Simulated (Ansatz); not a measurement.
Basis-set extrapolation for CH$_{5}$F$_{2}$NOSi, SMILES `CO[Si](N)(F)F` (PBE0-D4/def2-TZVP geometry, frozen core, Ansatz). Multiplicity 1, RHF reference.

```tsv
	def2-TZVPP	def2-QZVPP
HF	-658.318210	-658.346414
MP2 correlation	-1.230280	-1.335116
CCSD(T) correlation	-1.296306	not run
```

Energies in hartree. Use E(X) = E(∞) + A·exp(−7.88·√X) for Hartree–Fock and E(X) = E(∞) + B·X^(−2.97) for correlation, with X = 3 and 4, and add CCSD(T) minus MP2 of the smaller set to the MP2 limit.

What is the CCSD(T) energy at the basis-set limit?

HF limit: -658.346414 + (-0.028204) × 0.13774 = -658.35030. MP2 limit: -1.335116 + (-0.104836) × 0.74074 = -1.41277. Higher-order term: -1.296306 − (-1.230280) = -0.06603. Total: -659.82910 hartree, 5.84 eV below CCSD(T)/def2-TZVPP.
